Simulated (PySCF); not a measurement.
Cadmium: highly charged ions in a basis for the neutral atom

Cd¹¹⁺ [Kr] 4d1, Cd¹²⁺ [Kr]. Calculation: PySCF 2.14, in cc-pVDZ-PP with ECP28MDF (4s4p3d1f, 38 functions); a scalar-relativistic core potential. No spin-orbit coupling, so a gap to NIST mixes the basis error with missing relativistic terms.

Changed run: basis of the neutral atom used for a highly charged ion. This setting is unsound on purpose.

```
species  method  sound run (hartree)  changed run (hartree)  converged
  Cd¹¹⁺     UHF              not run             -129.20337        yes
  Cd¹¹⁺     LDA              not run             -129.29256        yes
  Cd¹¹⁺    PBE0              not run             -129.59599        yes
  Cd¹²⁺     UHF              not run             -121.13777        yes
  Cd¹²⁺     LDA              not run             -121.21440        yes
  Cd¹²⁺    PBE0              not run             -121.49030        yes
```

Ionisation energy of Cd¹¹⁺:

| method | changed run (eV) | NIST (eV) |
| --- | --- | --- |
| UHF | 219.48 | 218 ± 2.5 |
| LDA | 219.82 | 218 ± 2.5 |
| PBE0 | 220.57 | 218 ± 2.5 |

The contracted functions were made for the neutral atom and can be too rigid for a highly charged ion.
